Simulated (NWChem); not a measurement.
CH₄CdS₂; SMILES C[S][Cd][SH]

```xyz
8

Cd     0.1443     0.2801    -0.0171
S     -0.2354     2.5980    -0.0347
H     -0.2336     2.6902     1.3144
S      0.5311    -2.0338     0.0083
C     -1.1571    -2.7363    -0.0071
H     -1.7425    -2.4389     0.8737
H     -1.0325    -3.8281     0.0194
H     -1.7088    -2.4780    -0.9213
```
Atoms are numbered in this order, from 1.

Results from NWChem. Coordinates come from a PBE0/def2-SVP optimisation. No frequency run checked for a minimum. def2 effective core potentials on Cd; no spin-orbit coupling. Ions are spin-unrestricted doublets at the neutral geometry; other ion states weren't tried.

For level CAM-B3LYP/def2-SVP:

* **vertical ionisation energy, ΔSCF (eV)**: 8.75
* **−ε(HOMO) (eV)**: 7.89

Task: How do the values read with level PBE/def2-SVP instead?

Result: The vertical ionisation energy, ΔSCF (eV) comes out as 8.34 and the −ε(HOMO) (eV) is 5.46.
